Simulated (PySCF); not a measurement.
# Spectroscopy problems

How the numbers were obtained: shieldings: GIAO PBE0/pcSseg-1, J: B3LYP/pcJ-1 (spin–dipole term left out of most H,H and C,H couplings), GFN2-xTB structure, in PySCF (no relativistic terms, in vacuum, rapidly exchanging positions averaged, one computed conformer).

Chemical shifts δ = σref − σ; TMS for $^{1}$H (σref 31.72), $^{13}$C (σref 186.93), all at this level. Multiplet labels drop J under 1 Hz and among equivalent protons, and merge close values. Unscaled 3J(H,H) run several per cent high. Splittings of carbon signals by F and P are missing where no couplings were computed. Where no couplings were computed, multiplicities follow the n + 1 count of equivalent neighbours, and m marks all less simple cases (inequivalent or close neighbours, rings, F or P nearby). One-bond C–F couplings are unscaled and too large by tens of Hz. Acid and N–H amide carbonyl carbons lie up to 10 ppm further downfield in solution (hydrogen bonding). Shifts are as computed. Against solution values, carbons near 30 ppm lie about +3 ppm off and those near 130 ppm about +5 ppm; carbons on Cl a further +6 ppm. Of 1211 compounds with measured shifts, 218 miss one by over three times the rms of a fit or turn the order of signals round; such compounds aren't used in these exercises. Carbons bonded to Cl come out too deshielded. OH and NH positions are gas-phase values without hydrogen bonding to other molecules.

(1) C7H8O2. $^{1}$H NMR (400 MHz, computed): δ 7.46 (d, 1H), 6.54 (m, 1H), 6.48 (m, 1H), 5.95 (br s, 1H), 2.58 (m, 2H), 2.33 (m, 2H). $^{13}$C{$^{1}$H} NMR (computed): δ 171.4, 145.0, 142.9, 131.8, 131.3, 26.8, 22.7. Identify the compound.

(2) C5H4ClFO. $^{1}$H NMR (300 MHz, computed): δ 6.84 (m, 1H), 4.98 (m, 1H), 3.38 (m, 2H). $^{13}$C{$^{1}$H} NMR (computed): δ 157.2 (C), 152.8 (C), 135.4 (CH), 101.8 (CH), 30.1 (CH2). What is it?

(3) C4H3F3O2. $^{1}$H NMR (400 MHz, computed): δ 5.80 (m, 1H), 5.65 (m, 1H), 5.51 (m, 1H). $^{13}$C{$^{1}$H} NMR (computed): δ 200.9 (C), 130.9 (C, q, J = 351.3 Hz), 102.9 (CH, q, J = 31.6 Hz), 96.2 (CH2). What is it?

Answers

(1) `O=C(O)C1=CC=CCC1`. Rings plus π bonds: 4 (1 ring in the answer). 7 carbon signals for 7 carbons: no two carbons are equivalent. Carbon types of the structure: 2 × C, 3 × CH, 2 × CH2, leaving 1 H on heteroatoms. δC 171.4: carboxylic acid carbon; lone-pair donation from the attached heteroatom keeps it upfield of a ketone carbonyl. δC 145.0, 131.8: alkene CH; the olefinic region. δC 142.9: β carbon of a C=C–C=O unit; conjugation with the carbonyl draws π density from the β position. δC 131.3: α carbon of a C=C–C=O unit; an sp2 carbon of a C=C bond.

The shifts were computed for this structure.

(2) `FC1=COC(Cl)=CC1`. Rings plus π bonds: 3 (1 ring in the answer). 5 carbon signals for 5 carbons: no two carbons are equivalent. Carbon types of the structure: 2 × C, 2 × CH, 1 × CH2, which accounts for all hydrogens. δC 157.2, 101.8: β carbon of an enol-ether or enamine type C=C. δC 152.8, 135.4: alkene carbon bearing oxygen; an sp2 carbon further deshielded by the attached heteroatom. δH 6.84: hydrogen on an alkene carbon bearing oxygen; a vinylic proton, deshielded by the sp2 carbon and the C=C anisotropy. δH 4.98: hydrogen on a β carbon of an enol-ether or enamine type C=C; lone-pair donation from O or N shields it, upfield of ordinary alkene protons.

The data come from this structure; uniqueness wasn't tested.

(3) `O=C1CO[C@@H]1C(F)(F)F`. The formula gives 2 degrees of unsaturation (1 ring in the answer). 4 carbon signals for 4 carbons: no two carbons are equivalent. Carbon types of the structure: 2 × C, 1 × CH, 1 × CH2, which accounts for all hydrogens. δC 200.9: ketone carbonyl carbon; low-lying n→π* states of the double bond to the heteroatom give a large paramagnetic term (-263 ppm). δC 130.9: CF3 carbon; 3 electronegative neighbours deshield it. δC 102.9: sp3 CH bonded to O, α to a carbonyl; the inductive effect lowers its shielding. δC 96.2: sp3 CH2 bonded to O, α to a carbonyl; pulled downfield by the heteroatom.

The shifts were computed for this structure.
